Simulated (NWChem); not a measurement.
VF5; SMILES [F][V]([F])([F])([F])[F]

Q: Give the equilibrium geometry at PBE-D3(BJ)/def2-SVP (NWChem) as a list of bonds and angles, with the point group.

A: point group D3h; any orientation.
Bonded distances (Å): V1–F2 1.748, V1–F3 1.748, V1–F4 1.712, V1–F5 1.712, V1–F6 1.712. Angles (°): F2–V1–F3 180.0, F2–V1–F4 90.0, F2–V1–F5 90.0, F2–V1–F6 90.0, F3–V1–F4 90.0, F3–V1–F5 90.0, F3–V1–F6 90.0, F4–V1–F5 120.0, F4–V1–F6 120.0, F5–V1–F6 120.0.
